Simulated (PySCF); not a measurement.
Ga(PH2)3 (GaH6P3), SMILES [PH2][Ga]([PH2])[PH2]. Geometry: PBE-D3(BJ)/def2-SVP. The structure was generated by enumeration; whether it is a known compound was not checked. The values are those of a single conformer.

Computed equilibrium geometry at PBE-D3(BJ)/def2-SVP (PySCF confirms it by a frequency run) as bond lengths and angles, and its point group (one conformer of several):
point group Cs.
Atoms: Ga1 P2 H3 H4 P5 H6 H7 P8 H9 H10. Bond lengths (Å): Ga1–P2 2.343, Ga1–P5 2.345, Ga1–P8 2.343, P2–H3 1.441, P2–H4 1.441, P5–H6 1.441, P5–H7 1.441, P8–H9 1.441, P8–H10 1.441. Angles (°): P2–Ga1–P5 119.9, P2–Ga1–P8 119.8, P5–Ga1–P8 119.9, Ga1–P2–H3 93.8, Ga1–P2–H4 93.3, H3–P2–H4 93.9, Ga1–P5–H6 93.3, Ga1–P5–H7 93.3, H6–P5–H7 93.9, Ga1–P8–H9 93.3, Ga1–P8–H10 93.8, H9–P8–H10 93.9.
